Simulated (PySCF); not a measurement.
Vertical excitations of a molecule C4H5F from TDA-PBE/def2-SVPD (PySCF), as energy in eV (oscillator strength): 6.12 (0.000), 6.12 (0.612), 6.19 (0.353), 6.30 (0.008), 6.59 (0.011), 7.02 (0.000), 7.14 (0.001), 7.15 (0.005), 7.77 (0.001), 8.18 (0.002). Lowest triplet (TDA): 3.11 eV. Geometry: r2SCAN-D4/def2-SVP. One conformer was computed; it need not be the lowest.

Problem. Which molecule gave these data?
A. CC=C=CF
B. C=C/C=C/F
C. C#C[C@H](C)F
D. C=CC(=C)F

Solution. B, C=C/C=C/F
